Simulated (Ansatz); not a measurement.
A trace of molecular dynamics of Cl₃FH₃HfN (9 atoms, charge 0, multiplicity 1).

Computed with RHF/def2-SVP in Ansatz 0.2.0.

| Property | Result |
| --- | --- |
| ensemble | NVE (velocity Verlet) |
| starting velocities drawn for | 100 K |
| seed | 2243 |

```json
{"time (fs)": "0", "T (K)": "100", "potential energy less start (eV)": "0.000", "conserved less start (meV/atom)": "0.00"}
{"time (fs)": "4", "T (K)": "77", "potential energy less start (eV)": "0.021", "conserved less start (meV/atom)": "0.03"}
{"time (fs)": "8", "T (K)": "66", "potential energy less start (eV)": "0.031", "conserved less start (meV/atom)": "0.03"}
{"time (fs)": "12", "T (K)": "50", "potential energy less start (eV)": "0.045", "conserved less start (meV/atom)": "0.06"}
{"time (fs)": "16", "T (K)": "38", "potential energy less start (eV)": "0.057", "conserved less start (meV/atom)": "0.08"}
{"time (fs)": "20", "T (K)": "47", "potential energy less start (eV)": "0.049", "conserved less start (meV/atom)": "0.08"}
{"time (fs)": "24", "T (K)": "41", "potential energy less start (eV)": "0.054", "conserved less start (meV/atom)": "0.09"}
{"time (fs)": "28", "T (K)": "59", "potential energy less start (eV)": "0.038", "conserved less start (meV/atom)": "0.06"}
{"time (fs)": "32", "T (K)": "52", "potential energy less start (eV)": "0.044", "conserved less start (meV/atom)": "0.04"}
{"time (fs)": "36", "T (K)": "41", "potential energy less start (eV)": "0.054", "conserved less start (meV/atom)": "0.05"}
{"time (fs)": "40", "T (K)": "58", "potential energy less start (eV)": "0.038", "conserved less start (meV/atom)": "0.00"}
{"time (fs)": "44", "T (K)": "59", "potential energy less start (eV)": "0.037", "conserved less start (meV/atom)": "0.00"}
{"time (fs)": "48", "T (K)": "50", "potential energy less start (eV)": "0.046", "conserved less start (meV/atom)": "0.04"}
{"time (fs)": "52", "T (K)": "65", "potential energy less start (eV)": "0.032", "conserved less start (meV/atom)": "0.02"}
{"time (fs)": "56", "T (K)": "53", "potential energy less start (eV)": "0.043", "conserved less start (meV/atom)": "0.05"}
{"time (fs)": "60", "T (K)": "35", "potential energy less start (eV)": "0.059", "conserved less start (meV/atom)": "0.09"}
{"time (fs)": "64", "T (K)": "40", "potential energy less start (eV)": "0.055", "conserved less start (meV/atom)": "0.06"}
{"time (fs)": "68", "T (K)": "42", "potential energy less start (eV)": "0.053", "conserved less start (meV/atom)": "0.05"}
{"time (fs)": "72", "T (K)": "41", "potential energy less start (eV)": "0.054", "conserved less start (meV/atom)": "0.07"}
{"time (fs)": "76", "T (K)": "50", "potential energy less start (eV)": "0.046", "conserved less start (meV/atom)": "0.07"}
{"time (fs)": "80", "T (K)": "63", "potential energy less start (eV)": "0.034", "conserved less start (meV/atom)": "0.05"}
{"time (fs)": "84", "T (K)": "79", "potential energy less start (eV)": "0.019", "conserved less start (meV/atom)": "0.01"}
{"time (fs)": "88", "T (K)": "84", "potential energy less start (eV)": "0.015", "conserved less start (meV/atom)": "-0.01"}
{"time (fs)": "92", "T (K)": "79", "potential energy less start (eV)": "0.019", "conserved less start (meV/atom)": "0.00"}
{"time (fs)": "96", "T (K)": "76", "potential energy less start (eV)": "0.022", "conserved less start (meV/atom)": "0.00"}
{"time (fs)": "100", "T (K)": "68", "potential energy less start (eV)": "0.029", "conserved less start (meV/atom)": "0.05"}
```

Problem. Can this run be trusted? Judge the integration.

Solution. The conserved energy stayed within 0.11 meV per atom of its start (net change 0.046 meV per atom), so the integration is sound. A run of 0.1 ps of so small a system gives no equilibrium averages. The orbitals stay closed-shell, which can raise the energy where a bond breaks towards radicals; this wasn't checked here. The time step was 0.5 fs.

Run time: 8 min on 2 threads of Arm Neoverse V1, with other jobs on the host, peak memory 0.33 GiB.
